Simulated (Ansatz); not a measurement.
Calculated with Ansatz (gas phase, PBE0-D4/def2-TZVP geometries, no zero-point term in ΔE). CBS: MP2 limit from def2 TZ/QZ plus the TZ coupled-cluster correction, frozen cores. Functionals use def2-TZVPP. B3LYP here is the variant with VWN-RPA as its local correlation; programs differ in this. One conformer a species, not always the lowest.

Consider the isomerisation: `O=C/C=[CH]/[AlH2]` → `C#C[O][AlH][CH3]`.

(1) Is it downhill or uphill in electronic energy at CCSD(T)/CBS, and by how much? (Estimate.)

(2) What do these levels give: r2SCAN-D4, PBE0-D4, B3LYP-D4, ωB97M-V, LC-ωPBE, SCS-MP2/def2-TZVPP? (Estimate.)

Largest T1 diagnostic among the species: 0.015.

## Answers

(1) Computed: Downhill: ΔE = -16.9 kcal/mol.

(2) Computed: r2SCAN-D4 -16.5, PBE0-D4 -15.1, B3LYP-D4 -15.7, ωB97M-V -16.8, LC-ωPBE -17.7, SCS-MP2/def2-TZVPP -16.9 kcal/mol.

From BLYP to BHLYP (50 % exact exchange), in def2-TZVPP and without D4, ΔE moves by −1.6 kcal/mol. Leaving LDA and LC-ωPBE aside and taking each functional with its dispersion term where it has one, the values, not all of them listed here, spread over 6.1 kcal/mol, from r2SCAN0-D4 to revPBE-D4. LDA lies −3.4 kcal/mol from PBE without D4. At CCSD(T), def2-SVP lies +7.6 kcal/mol from the extrapolated value and def2-TZVPP +1.6 kcal/mol.
